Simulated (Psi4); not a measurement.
Cl2Sr, triplet, at a GFN2-xTB geometry (such geometries of metal compounds can be far from the true shape) (a higher spin typed on purpose: for a closed-shell molecule this is an excited state) (all electrons, no relativity), with bond 3-1 at 1.3 times its length. Base run: HF/3-21G (Psi4).

The Psi4 input:
```
memory 2 GB

molecule {
0 3
  Sr    0.50354995   -0.98029751    0.16357802
  Cl    0.31464289    1.39392006   -1.09624314
  Cl   -2.02335765    1.33062241    0.90070420
}

set basis 3-21g
set reference uhf
set scf_type pk

energy('scf')
print_variables()
```

Variants of this job, named by their change:

| change | ΔE vs base (mEh) | SCF cycles | basis functions | outcome |
|---|---|---|---|---|
| base | 0.000 | 13 | 53 | converged |
| cholesky_tolerance = 1e-6 (with scf_type cd) | 0.045 | 13 | 53 | converged |
| guess = huckel | 0.000 | 15 | 53 | converged |
| damping_percentage = 20 | - | - | 53 | not converged |
| basis_guess = sto-3g | 0.000 | 12 | 53 | converged |
| e_convergence = 1e-8 | 0.000 | 14 | 53 | converged |
| e_convergence = 1e-4 | 0.000 | 13 | 53 | converged |
| scf_type = direct | 0.000 | 20 | 53 | converged |
| guess = sadno | 0.000 | 16 | 53 | converged |
| guess = core | 0.000 | 17 | 53 | converged |

Open shells are given as the SCF converged; they aren't shown to be the lowest states, and a large step between rows can be another state.
